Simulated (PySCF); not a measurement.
# `CN(C)/C=C/C=C/Cl`, C$_{6}$H$_{10}$ClN

Cartesian coordinates in Å; atom numbers follow the order of the lines, from 1:
```xyz
18

C    -1.2403    1.1378   -0.9456
N    -0.9109    0.0880   -0.0233
C    -1.9950   -0.7152    0.4763
C     0.3618   -0.4037    0.0097
C     1.4310    0.0184   -0.7142
C     2.7458   -0.5428   -0.5241
C     3.8432   -0.1687   -1.2025
Cl    5.3959   -0.8831   -0.9436
H    -2.2296    1.5480   -0.6987
H    -1.2604    0.7934   -1.9991
H    -0.5049    1.9537   -0.8715
H    -2.7776   -0.0759    0.9152
H    -2.4661   -1.3397   -0.3088
H    -1.6273   -1.3878    1.2639
H     0.5025   -1.2176    0.7298
H     1.3177    0.8046   -1.4654
H     2.8538   -1.3339    0.2270
H     3.8420    0.6114   -1.9671
```

Computed, not measured: PySCF, quadratic response CAM-B3LYP/aug-cc-pVDZ first hyperpolarisability, Taylor convention, gas phase. Geometry: PBE0-D3(BJ)/def2-SVP.

Q: What is the first hyperpolarisability, and how does it disperse?

A: In au, Taylor convention; the vector part is βᵢ = ⅓ Σⱼ (βᵢⱼⱼ + βⱼᵢⱼ + βⱼⱼᵢ); β∥ is 3/5 of the vector part along the dipole, the dipole points from − to +:
```
                   process  λ (nm)  β vector norm     β∥  β HRS  depolarisation ratio
           static β(0;0,0)       ∞          442.9  195.1  249.1                  2.66
second harmonic β(−2ω;ω,ω)    1907          494.9  219.0  277.5                  2.69
         Pockels β(−ω;ω,0)    1907          459.2  202.6      –                     –
second harmonic β(−2ω;ω,ω)    1064          648.9  288.5  362.5                  2.76
         Pockels β(−ω;ω,0)    1064          498.9  220.8      –                     –
```

Q: Which lowest excitations, dipole and polarisabilities go with it?

A: S1 4.44 eV (f = 0.085); S2 4.74 eV (f = 0.461); S3 4.78 eV (f = 0.303); dipole 4.76 D; isotropic α 117.5 au static, 118.3 au at 1907 nm, 120.1 au at 1064 nm, 120.8 au at 953.5 nm, 130.0 au at 532 nm.
